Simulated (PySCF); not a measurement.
F3Ge, SMILES [F][Ge]([F])[F], multiplicity 2.

Geometry: PBE0-D3(BJ)/def2-SVP. The isomer is the one that the SMILES or the coordinates give; other isomers of the formula were not compared.

These are PySCF with r2SCAN/def2-TZVPD values and carry that method's errors.

Gas-phase values at a fixed geometry.

```yaml
total_energy: -2376.62373 hartree
"α spin, highest occupied and lowest empty level": -7.84 and -0.52 eV
"β spin, highest occupied and lowest empty level": -10.45 and -5.62 eV
dipole_moment: 2.05 D
quadrupole, principal values (traceless, Buckingham form, about the centre of nuclear charge): -2.34, -2.34, 4.67 D·Å
mean_static_polarisability: 30.6 bohr³ (4.53 Å³)
polarisability_principal_values: 27.4, 32.2, 32.2 bohr³
"⟨S²⟩": 0.753 (pure state 0.75)
```
